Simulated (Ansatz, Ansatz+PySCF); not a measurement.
```json
{"atom": "F", "x (Å)": "0.0000", "y (Å)": "0.6105", "z (Å)": "-1.0790"}
{"atom": "B", "x (Å)": "0.0000", "y (Å)": "0.0000", "z (Å)": "0.0000"}
{"atom": "F", "x (Å)": "0.0000", "y (Å)": "0.6105", "z (Å)": "1.0790"}
```

Basis set: def2-SVP (spherical functions). Frozen core: 3 orbitals. Charge 0, multiplicity 2.

Computed with Ansatz (development build ahead of 0.2.0); each method stands on the lowest determinant of its kind that the runs found.

The atomization energy at this shape (free ground-state atoms in the same class of orbitals less the molecule, no zero-point energy) of doublet BF₂:

```tsv
method	atomization energy
UHF-CCSD(T)	1151.9 kJ/mol
UHF-MP2	1235.0 kJ/mol
ROHF	967.5 kJ/mol
```

(1) What does UHF give?

## Answers

(1) 943.3 kJ/mol. Caution: the shape is not the minimum.
